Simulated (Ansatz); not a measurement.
`BC([SiH3])BCl` + `FC([SiH3])(Cl)Br` → `BC([SiH3])B[SiH3]` + `FC(Cl)(Cl)Br`  (formal exchange of groups at a B–Cl bond)

Computed with Ansatz on PBE0-D4/def2-TZVP structures; ΔE is electronic, products minus reactants. CCSD(T)/CBS is the MP2 limit (def2-TZVPP, def2-QZVPP) plus CCSD(T) − MP2 in def2-TZVPP, frozen cores. For Br outer-core shells are correlated without core-valence functions, which leaves a few kJ/mol of doubt a bond. Scalar relativity is left out up to krypton. Each species was taken in one conformer, which may not be the lowest.

| species | CCSD/def2-TZVPP energy (Eh) |
| --- | --- |
| `BC([SiH3])BCl` | -840.58850 |
| `FC([SiH3])(Cl)Br` | -3461.00318 |
| `BC([SiH3])B[SiH3]` | -671.65140 |
| `FC(Cl)(Cl)Br` | -3629.86663 |

(1) Work out ΔE.

Largest T1 diagnostic among the species: 0.013.

Answers

(1) ΔE = (-671.65140) + (-3629.86663) − (-840.58850) − (-3461.00318) = 0.07365 Eh = +193.4 kJ/mol. CCSD(T)/CBS gives +189.0 kJ/mol.

From PBE to PBE0 (25 % exact exchange), in def2-TZVPP and without D4, ΔE moves by +6.0 kJ/mol. In def2-TZVPP, CCSD(T) changes the Hartree–Fock value by −22.2 kJ/mol (the triples alone add −3.2 kJ/mol) and MP2 by −16.5 kJ/mol.
